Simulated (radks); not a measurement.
The numbers below are computed, except where a source is named.
Problem. These are the eigenvalues of the occupied orbitals of an atom or ion with whole-number occupations (Ry). Level of theory: scalar-relativistic Kohn-Sham, PBE, spin-unpolarised, spherical densities, finite nucleus; Fermi nuclear charge, rms radius of each element as measured or else 0.836 A^(1/3) + 0.57 fm (a radial shooting solver on a logarithmic mesh with Libxc functionals).

orbital  eigenvalue
1s        -6473.893
2s        -1158.500
2p        -994.2386
3s        -278.5395
3p        -231.4102
3d        -183.2226
4s        -63.49739
4p        -48.04415
4d        -30.12169
5s        -11.15298
4f        -10.33520
5p         -6.87583
5d         -2.12114
6s         -1.41230
6p         -0.72462

Which element is it, and in what charge state? The configuration may be excited.

Solution. Z = 82, lead, charge +1: Pb+ in [Hg] 6p1. The list shows which subshells hold electrons but not how many an open one holds; the 1s level, -3236.9 hartree, gives Z - s = 80.5 by -(Z - s)^2/2, which with screening and relativity narrows Z to a few neighbours, and the depths of the outer levels then fix element, charge and occupations together.
